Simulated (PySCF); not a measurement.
# SrPb⁺: one state, many levels of theory

State: ²Π (doublet), unpaired electrons π ↑. Set-up: basis Sr def2-SVPD with ECP28, Pb def2-SVPD with ECP60; scalar-relativistic core potentials; PySCF 2.14. De refers to Sr⁺ + Pb in their high-spin ground configurations, without counterpoise correction. The functionals are run spin-unrestricted. A positive dipole points towards Pb; it is taken about the centre of mass and depends on that origin. Levels whose curve was spin-contaminated or gave no clean fit are not listed.

```json
{"Level": "UHF", "Re (Å)": "3.559", "ωe (cm⁻¹)": "95.3", "De (eV)": "n/a", "μ (D)": "-11.70", "CPU s a point (SCF and correlation, without the integrals)": "0.64"}
{"Level": "UHF-MP2", "Re (Å)": "3.492", "ωe (cm⁻¹)": "101", "De (eV)": "n/a", "μ (D)": "n/a", "CPU s a point (SCF and correlation, without the integrals)": "1"}
{"Level": "UHF-SCS-MP2", "Re (Å)": "3.527", "ωe (cm⁻¹)": "96.9", "De (eV)": "n/a", "μ (D)": "n/a", "CPU s a point (SCF and correlation, without the integrals)": "n/a"}
{"Level": "PBE", "Re (Å)": "3.443", "ωe (cm⁻¹)": "102", "De (eV)": "n/a", "μ (D)": "-9.32", "CPU s a point (SCF and correlation, without the integrals)": "1.2"}
{"Level": "BLYP", "Re (Å)": "3.490", "ωe (cm⁻¹)": "96.2", "De (eV)": "n/a", "μ (D)": "-9.03", "CPU s a point (SCF and correlation, without the integrals)": "0.79"}
{"Level": "PBE0", "Re (Å)": "3.436", "ωe (cm⁻¹)": "103", "De (eV)": "n/a", "μ (D)": "-10.03", "CPU s a point (SCF and correlation, without the integrals)": "2"}
{"Level": "M06", "Re (Å)": "3.419", "ωe (cm⁻¹)": "109", "De (eV)": "n/a", "μ (D)": "-9.65", "CPU s a point (SCF and correlation, without the integrals)": "2.1"}
{"Level": "HSE06", "Re (Å)": "3.435", "ωe (cm⁻¹)": "104", "De (eV)": "n/a", "μ (D)": "-10.01", "CPU s a point (SCF and correlation, without the integrals)": "1.9"}
```

Correlated steps freeze 4 core orbitals. These are scalar-relativistic numbers at best; spin–orbit coupling would shift them, the dissociation energy most. The state was picked by a PBE0 search and need not be the measured ground state.

The whole job (state search and all levels along the bond) took about 4.8 min on 1 thread of Arm Neoverse N1 (shared host), peak memory 0.9 GiB.
